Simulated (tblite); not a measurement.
Compound: C6H9N3O.
Atom-mapped SMILES: `[CH3:1][C:2](=[O:3])[c:4]1[n:5][n:6][n:7]([CH3:8])[c:9]1[CH3:10]` (hydrogens: H11, H12, H13 on C1; H14, H15, H16 on C8; H17, H18, H19 on C10)

Geometry (GFN2-xTB, Å), atoms numbered from 1 in this order:
```
atom  x, y, z in Å
C1     3.2397    0.2330   -0.2136
C2     2.0052   -0.2345    0.5037
O3     2.0287   -0.8886    1.5258
C4     0.7480    0.1542   -0.1372
N5     0.6797    0.9399   -1.2423
N6    -0.5355    1.1142   -1.5650
N7    -1.3157    0.4581   -0.6983
C8    -2.7423    0.4787   -0.8105
C9    -0.5588   -0.1674    0.2286
C10   -1.1066   -0.9840    1.3298
H11    3.3698   -0.3756   -1.1069
H12    4.1108    0.1232    0.4263
H13    3.1146    1.2628   -0.5351
H14   -2.9940    1.0536   -1.6990
H15   -3.1316   -0.5363   -0.9054
H16   -3.1887    0.9488    0.0679
H17   -1.7747   -0.3872    1.9513
H18   -1.6728   -1.8285    0.9353
H19   -0.2855   -1.3551    1.9370
```

Level: GFN2-xTB in tblite, geometry and Hessian alike; calculated harmonic values, unscaled, isolated species. Against measured fundamentals such values can be off by several per cent, at times by over 20. One conformer, not necessarily the lowest.

Harmonic wavenumbers (cm⁻¹): 46.4, 80.0, 105.5, 112.8, 127.6, 152.6, 238.7, 258.8, 275.2, 314.3, 398.6, 505.2, 549.7, 613.2, 643.7, 705.0, 721.9, 782.2, 972.6, 983.3, 993.2, 1024.5, 1032.3, 1071.9, 1101.4, 1171.5, 1239.2, 1251.0, 1327.5, 1366.8, 1390.2, 1398.4, 1419.5, 1437.0, 1442.7, 1445.6, 1448.5, 1459.4, 1462.5, 1467.0, 1552.9, 1725.4, 2985.8, 2992.8, 2999.3, 3005.5, 3021.6, 3049.6, 3053.0, 3062.3, 3063.7.

A = 2634, B = 1042, C = 757.5 MHz; mass 139.075 u (most abundant isotopes); point group C1, symmetry number 1.

Task: Zero-point energy?

Result: ½Σν̃ = 32525 cm⁻¹ = 389.08 kJ/mol.

Task: Entropy at 350 K, 1 bar (ideal gas, RRHO, classical rotation)?

Result: Translation 173.74, rotation 125.12, vibration 156.81: S = 455.7 J/(mol K).

Task: And Cp and H(350 K) − H(0)?

Result: Cp = 183.38 J/(mol K), of which vibrations give 150.12 (their classical limit is 51 R = 424.0); H(350 K) − H(0) = 39.59 kJ/mol without the zero-point energy, 27.95 from vibrations.

Task: What must be added to the electronic energy to get the Gibbs energy at 350 K and 1 bar?

Result: ZPE + [H(350 K) − H(0)] − T·S = 389.08 + 39.59 − 159.48 = 269.19 kJ/mol.

Task: How do the functions run with temperature in this model?

Result: 
```json
{"T (K)": "150", "S (J/(mol K))": "337.8", "Cp (J/(mol K))": "106.8", "H − H(0) (kJ/mol)": "10.71", "G − H(0) (kJ/mol)": "-39.96", "ln q(vib)": "3.49"}
{"T (K)": "250", "S (J/(mol K))": "401.0", "Cp (J/(mol K))": "144.0", "H − H(0) (kJ/mol)": "23.24", "G − H(0) (kJ/mol)": "-77.01", "ln q(vib)": "6.45"}
{"T (K)": "298.15", "S (J/(mol K))": "428.0", "Cp (J/(mol K))": "162.8", "H − H(0) (kJ/mol)": "30.62", "G − H(0) (kJ/mol)": "-96.98", "ln q(vib)": "7.82"}
{"T (K)": "400", "S (J/(mol K))": "481.4", "Cp (J/(mol K))": "202.8", "H − H(0) (kJ/mol)": "49.25", "G − H(0) (kJ/mol)": "-143.32", "ln q(vib)": "10.62"}
{"T (K)": "600", "S (J/(mol K))": "576.7", "Cp (J/(mol K))": "268.3", "H − H(0) (kJ/mol)": "96.71", "G − H(0) (kJ/mol)": "-249.34", "ln q(vib)": "15.88"}
{"T (K)": "900", "S (J/(mol K))": "698.7", "Cp (J/(mol K))": "331.8", "H − H(0) (kJ/mol)": "187.56", "G − H(0) (kJ/mol)": "-441.24", "ln q(vib)": "23.24"}
```

q(vib) and H(0) count from the zero-point level.

Hindered rotation and anharmonicity are outside this model. Other conformers, if any are populated, would add a mixing term that is left out. The structure is chiral; the term R ln 2 for an equal mix with its mirror image is left out.
